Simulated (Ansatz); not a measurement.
Reaction (SMILES): C(=[N])=O → [N-]=C=O (an electron is taken up)
B3LYP-D3(BJ)/def2-TZVP geometries, fixed; electronic energies without zero-point terms; positive where energy is released.
Largest species:
```xyz
3

N      0.0000     0.0000    -1.2622
C      0.0000     0.0000    -0.0406
O      0.0000     0.0000     1.1348
```
Charge 0, spin multiplicity 2.

How fast the adiabatic electron affinity converges with the basis for several methods (Ansatz, a program for electronic structure): deviation from each method's own reference, in eV. References: B2PLYP 3.602 eV, the value in aug-pcseg-3; PBE 3.466 eV, the value in aug-pcseg-3; PBE0 3.440 eV, the value in aug-pcseg-3. Cartesian d functions, on some or all atoms, in 6-31G**; all else is spherical. In correlated methods cores are frozen. Open shells are unrestricted. No added dispersion term, no relativity. 

```csv
basis,functions,B2PLYP,PBE,PBE0
def2-SVP,42,-0.715,-0.647,-0.503
6-31G**,45,-0.787,-0.732,-0.590
6-311G**,54,-0.564,-0.468,-0.381
6-311+G**,66,-0.069,0.037,0.047
aug-pcseg-1,69,-0.028,0.039,0.049
"6-311++G(2d,2p)",81,-0.034,0.022,0.029
pcseg-2,90,-0.089,-0.058,-0.034
def2-TZVPP,93,-0.177,-0.160,-0.124
def2-QZVPP,171,-0.054,-0.057,-0.042
def2-QZVPPD,192,-0.013,-0.012,-0.009
aug-pcseg-3,255,0.000,0.000,0.000
cc-pV5Z,273,-0.029,-0.044,-0.033
```

Mean absolute deviation over 6-311G**, 6-311+G**, 6-311++G(2d,2p), pcseg-2, def2-TZVPP: PBE0 0.123, PBE 0.149, B2PLYP 0.187 eV.
